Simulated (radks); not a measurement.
Values are calculated unless marked as measured or tabulated.
Q: Mean orbital radii <r> (bohr) of neutral dysprosium, [Xe] 4f10 6s2, of relativity; Dirac values are averaged over j with weights 2j + 1. Spin-unpolarised spherical Kohn-Sham, PBE, point nucleus unless stated (finite: rms radius 5.2218 fm), a radial shooting solver on a logarithmic mesh with Libxc functionals. A level marked "c x" has the speed of light scaled by that factor and shares open shells by 2j + 1; other Dirac levels either fill j = l - 1/2 first or share by 2j + 1.

| shell | non-rel. |
|---|---|
| 2s | 0.09765 |
| 2p | 0.08277 |
| 3s | 0.2511 |
| 3p | 0.2409 |
| 3d | 0.2132 |
| 4s | 0.5663 |
| 4p | 0.5789 |
| 4d | 0.6112 |
| 5s | 1.404 |
| 5p | 1.595 |
| 4f | 0.8293 |
| 6s | 4.399 |

Give the values at the level "Dirac, low j first".

A: 
shell  Dirac, low j first  change of magnitude (%)
2s                0.08921                    -8.64
2p                0.07908                    -4.46
3s                 0.2341                    -6.80
3p                 0.2327                    -3.42
3d                 0.2121                    -0.51
4s                 0.5299                    -6.43
4p                 0.5608                    -3.12
4d                 0.6102                    -0.16
5s                  1.303                    -7.21
5p                  1.546                    -3.10
4f                 0.8859                    +6.83
6s                  4.116                    -6.43
